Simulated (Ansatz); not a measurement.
Si8NH17, a cluster cut from the lattice of silicon (1 of the caps NH2): single points at one geometry.

```yaml
crystal:
  periodic: [false, false, false]
  atoms:
    - {symbol: Si, position_ang: [-1.765467, 1.791012, -0.981436]}
    - {symbol: Si, position_ang: [1.304882, -1.275770, -1.225229]}
    - {symbol: Si, position_ang: [-1.788511, -1.288148, 1.474668]}
    - {symbol: Si, position_ang: [1.369539, 1.692058, 1.439313]}
    - {symbol: Si, position_ang: [-3.063933, 0.302672, 0.298872]}
    - {symbol: Si, position_ang: [-0.263995, -2.456826, 0.108028]}
    - {symbol: Si, position_ang: [-0.202653, 3.012745, 0.286740]}
    - {symbol: Si, position_ang: [2.585364, 0.259246, 0.021822]}
    - {symbol: N, position_ang: [2.465202, -2.344982, -2.011750]}
    - {symbol: H, position_ang: [-2.685308, 2.773567, -1.665732]}
    - {symbol: H, position_ang: [-1.040454, 1.020490, -2.054201]}
    - {symbol: H, position_ang: [3.095973, -2.867505, -1.395388]}
    - {symbol: H, position_ang: [2.095468, -2.982722, -2.725075]}
    - {symbol: H, position_ang: [0.558819, -0.562449, -2.321275]}
    - {symbol: H, position_ang: [-2.737166, -2.283796, 2.098370]}
    - {symbol: H, position_ang: [-1.052707, -0.600866, 2.594274]}
    - {symbol: H, position_ang: [0.676371, 0.885538, 2.505041]}
    - {symbol: H, position_ang: [2.342767, 2.619046, 2.126691]}
    - {symbol: H, position_ang: [-4.004504, -0.425321, -0.630208]}
    - {symbol: H, position_ang: [-3.899265, 1.098478, 1.271193]}
    - {symbol: H, position_ang: [-1.073059, -3.344257, -0.811127]}
    - {symbol: H, position_ang: [0.529062, -3.380853, 1.005280]}
    - {symbol: H, position_ang: [0.550984, 3.934919, -0.640340]}
    - {symbol: H, position_ang: [-0.950662, 3.867807, 1.280036]}
    - {symbol: H, position_ang: [3.410606, 1.098499, -0.921549]}
    - {symbol: H, position_ang: [3.542649, -0.542612, 0.872991]}
basis:
  gaussian: {orbitals: def2-TZVP, initial_orbitals: start.molden}
hamiltonian: {xc: {name: B97M-V}}
scf: {omitted_lower_state_checks: [starts]}
output: {orbitals: {seedname: orbitals}}
```

The file start.molden holds the orbitals of an earlier run on this structure, at another level or in another basis.

```sh
$ ansatz run in.yaml --threads 4 --pin off --events-out ev --progress --plain --max-ram 6963MiB
```

It prints (some lines left out):

```
Functional definition: B97M-V
  name "B97M-V"
  cite "Mardirossian & Head-Gordon, J. Chem. Phys. 142, 074111 (2015) doi:10.1063/1.4907719"
  cite "Becke, J. Chem. Phys. 107, 8554 (1997) doi:10.1063/1.475007"
  cite "Vydrov & Van Voorhis, J. Chem. Phys. 133, 244103 (2010) doi:10.1063/1.3521275"
  # Of w^i u^j: cxij and so on, Table III.
  parameter cx00 = 1.000
  parameter cx01 = 1.308
  parameter cx02 = 1.901
  parameter cx10 = 0.416
  parameter cx11 = 3.070
  parameter css00 = 1.000
  parameter css02 = -1.855
  parameter css10 = -5.668
  parameter css32 = -20.497
  parameter css42 = -20.364
  parameter cos00 = 1.000
  parameter cos01 = 1.573
  parameter cos03 = -6.298
  parameter cos10 = 2.535
  parameter cos32 = -6.427
  parameter b = 6.0
  parameter c = 0.01
  gx(w, u) = cx00 + cx01*u + cx02*u^2 + (cx10 + cx11*u)*w
  gss(w, u) = css00 + css02*u^2 + css10*w + (css32*w^3 + css42*w^4)*u^2
  gos(w, u) = cos00 + cos01*u + cos03*u^3 + cos10*w + cos32*w^3*u^2
  exchange = spin_sum(e_x_unif_s*gx(b97_w, b97_u_x))
  correlation = spin_sum(e_c_pw_mod_same_spin*gss(b97_w, b97_u_same))
      + integral(e_c_pw_mod_opposite_spin*gos(b97_w_opposite, b97_u_opposite)) + vv10(b, c)
these checks for a lower state are left out or cut short: starts
2919 factors; their error is unknown
mean field evaluation 1: about -64775.0916 eV, gradient 2.8e1 eV
mean field evaluation 2: about -64775.7588 eV, gradient 5.2e-1 eV
mean field evaluation 4: about -64775.7384 eV, gradient 2.5e-1 eV
mean field evaluation 8: about -64775.7385 eV, gradient 1.2e-5 eV
mean field -64775.73847376 eV, -2380.4644823383 hartree, gradient 1.2e-5 eV, S^2 0.000000; 0 other end points of the search recorded, 0 dependent functions left out
reference -64775.73859102 eV, -2380.4644866475 hartree; 68, 68 occupied and 361, 361 virtual orbitals, 2919 factors
Total energy: -64775.73859102 eV, -2380.4644866475 hartree
Checks for a lower state left out: starts
```

Run time 32 s (4 threads of Intel Xeon Platinum 8375C on a shared host), peak host memory 1.6 GiB.

The first input with `gaussian: {orbitals: def2-SVP, initial_orbitals: start.molden}`, `correlation: {method: mp2}` and without the key `hamiltonian` (abridged; 6 s):

```
Functional definition: HF
mean field -64628.53881082 eV, -2375.0549945007 hartree, gradient 2.8e-6 eV, S^2 0.000000
41 core orbitals not correlated: weight in the atoms' cores, before any rotation towards them, 1.000 or more for the frozen orbitals, at most 0.000 for the correlated occupied ones
second order -26.30885428 eV of doubles, -0.00000000 eV of singles
Total energy: -64654.84766510 eV, -2376.0218270626 hartree
Checks for a lower state left out: starts
```

First input, but with `hamiltonian: {xc: r2scan, dispersion: d4}` (abridged; 12 s):

```
Functional definition: r2SCAN
mean field -64785.09726337 eV, -2380.8084115129 hartree, gradient 1.5e-5 eV, S^2 0.000000
Total energy: -64785.39023422 eV, -2380.8191779928 hartree
Checks for a lower state left out: starts
```

First input, but with `hamiltonian: {xc: pbe0, dispersion: d4}` (abridged; 18 s):

```
Functional definition: PBE0
mean field -64763.40793270 eV, -2380.0113433123 hartree, gradient 1.6e-5 eV, S^2 0.000000
Total energy: -64764.34052077 eV, -2380.0456152917 hartree
Checks for a lower state left out: starts
```

Geometry: PBE-D4/def2-SVP.

Correlated methods freeze 41 core orbitals.
